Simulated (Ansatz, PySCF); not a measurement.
H8N2Si2, SMILES [SiH3][SiH](N)N. Atoms are numbered in the order given.

```xyz
12

N     -0.5004     1.7223    -0.5112
Si    -0.5754     0.1821     0.2754
N     -1.7190    -0.8097    -0.5627
Si     1.6296    -0.6074     0.2424
H     -1.3444     2.2667    -0.6595
H      0.3174     2.3155    -0.4250
H     -1.0720     0.1684     1.6912
H     -2.2928    -1.4772    -0.0611
H     -1.5800    -1.0782    -1.5306
H      2.5956     0.4018     0.7824
H      1.7656    -1.8537     1.0585
H      2.0482    -0.9301    -1.1578
```
Charge 0, spin multiplicity 1.

Coordinates come from a ωB97X-D3(BJ)/def2-SVP optimisation. The values are those of a single conformer.

Two levels are set side by side: PBE-D3(BJ)/def2-SVP (Ansatz, a quantum-chemistry and plane-wave program) and ωB97X-D3(BJ)/def2-SVP (PySCF). Each level has its own optimised geometry; the coordinates shown are those of the second. Frequencies come from the Hessian of PySCF at each geometry. Differences are taken from unrounded values.

```
quantity                            ωB97X-D3(BJ)
----------------------------------  ------------
mean bond length (Å)                       1.441
bond N1–Si2 (Å)                            1.731
bond Si2–N3 (Å)                            1.730
bond Si2–Si4 (Å)                           2.342
bond N1–H5 (Å)                             1.015
bond N1–H6 (Å)                             1.014
bond Si2–H7 (Å)                            1.500
bond N3–H8 (Å)                             1.013
bond N3–H9 (Å)                             1.014
bond Si4–H10 (Å)                           1.498
bond Si4–H11 (Å)                           1.496
bond Si4–H12 (Å)                           1.497
highest harmonic wavenumber (cm⁻¹)          3730
mean harmonic wavenumber (cm⁻¹)             1263
zero-point energy (kcal/mol)               54.15
```

### Question
What does PBE-D3(BJ) give, and how far is it from ωB97X-D3(BJ)? (The exact figures need the calculation; the answer reports its results.)

### Answer

| quantity | PBE-D3(BJ) | PBE-D3(BJ) minus ωB97X-D3(BJ) |
|---|---|---|
| mean bond length (Å) | 1.454 | 0.013 |
| bond N1–Si2 (Å) | 1.743 | 0.012 |
| bond Si2–N3 (Å) | 1.745 | 0.015 |
| bond Si2–Si4 (Å) | 2.366 | 0.024 |
| bond N1–H5 (Å) | 1.024 | 0.009 |
| bond N1–H6 (Å) | 1.023 | 0.009 |
| bond Si2–H7 (Å) | 1.516 | 0.015 |
| bond N3–H8 (Å) | 1.023 | 0.010 |
| bond N3–H9 (Å) | 1.023 | 0.009 |
| bond Si4–H10 (Å) | 1.511 | 0.013 |
| bond Si4–H11 (Å) | 1.509 | 0.013 |
| bond Si4–H12 (Å) | 1.509 | 0.013 |
| highest harmonic wavenumber (cm⁻¹) | 3587 | -143 |
| mean harmonic wavenumber (cm⁻¹) | 1215 | -47 |
| zero-point energy (kcal/mol) | 52.12 | -2.03 |

Exact exchange shortens and stiffens bonds; PBE has none. Differences between two approximate levels are no errors against the true value.
